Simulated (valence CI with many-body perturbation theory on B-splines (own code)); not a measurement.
Values are calculated unless marked as measured or tabulated.
**Ladder of approximations for Ar XIV**

Level of theory: relativistic CI+MBPT: three valence electrons over a frozen Dirac-Fock core [He], a basis of 11 s, 11 p, 9 d, 7 f, 5 g, 2 h, 1 i functions for each j, with the one-electron correlation potential Σ1 (screened to all orders), the two-electron term Σ2, the three-electron term Σ3, Breit, model QED; selected single and double excitations, second order for the rest (own B-spline code, finite nucleus).

No measured spectrum was set against this ion. As an estimate, levels of excited configurations hold to 0.05 to 0.15 % of their energy, terms of the ground configuration to about 0.5 %.

Each rung adds one term. CI alone is the Dirac-Coulomb CI over the frozen core; QED comes last and gives the full result, which names the levels. Energies are above 2s2 2p 2P°_1/2 on the same rung, in eV.

```tsv
Level	CI alone	Σ1	Σ2	Σ3	Breit	QED	Full
2s2 2p 2P°_3/2	2.94	+0.007	0.000	0.000	-0.141	+0.007	2.81
2s 2p2 4P_1/2	28.62	-0.147	-0.016	+0.011	+0.063	-0.108	28.43
2s 2p2 4P_3/2	29.74	-0.144	-0.016	+0.011	+0.009	-0.105	29.49
2s 2p2 4P_5/2	31.31	-0.140	-0.017	+0.011	-0.149	-0.101	30.91
2s 2p2 2D_3/2	51.26	-0.139	-0.068	-0.022	-0.060	-0.105	50.86
2s 2p2 2D_5/2	51.42	-0.138	-0.067	-0.022	-0.103	-0.104	50.98
2s 2p2 2S_1/2	64.09	-0.139	-0.069	-0.045	+0.079	-0.109	63.80
2s 2p2 2P_1/2	68.16	-0.139	-0.235	-0.042	-0.016	-0.107	67.62
2s 2p2 2P_3/2	69.48	-0.139	-0.289	-0.040	-0.106	-0.106	68.80
2p3 4S°_3/2	89.85	-0.295	-0.292	-0.029	+0.001	-0.220	89.02
2p3 2D°_3/2	101.27	-0.290	-0.225	-0.028	+0.049	-0.221	100.55
2p3 2D°_5/2	101.64	-0.289	-0.224	-0.028	-0.090	-0.219	100.79
2p3 2P°_1/2	113.38	-0.278	-0.221	-0.036	+0.051	-0.214	112.68
2p3 2P°_3/2	113.98	-0.275	-0.221	-0.036	-0.024	-0.211	113.22
2s2 3s 2S_1/2	423.65	+0.254	-0.046	-0.029	-0.247	+0.042	423.63
2s2 3p 2P°_1/2	437.67	+0.219	-0.047	-0.029	-0.205	+0.007	437.61
2s2 3p 2P°_3/2	438.48	+0.221	-0.048	-0.029	-0.249	+0.009	438.39
2s2 3d 2D_3/2	451.48	+0.261	-0.054	-0.028	-0.281	+0.011	451.39
2s2 3d 2D_5/2	451.70	+0.262	-0.055	-0.028	-0.289	+0.012	451.61
```

The middle columns are the shifts that each term adds.

Q: How does the ionisation energy move along the ladder, and which term matters most?

A: CI alone 755.20, + Σ1 755.49, + Σ2 755.43, + Σ3 755.40, + Breit 755.11, + QED 755.13 eV. The largest step is Breit, -0.29 eV, with Σ1 about as large (0.28). NIST lists 755.13 ± 0.22 eV (semi-empirical).
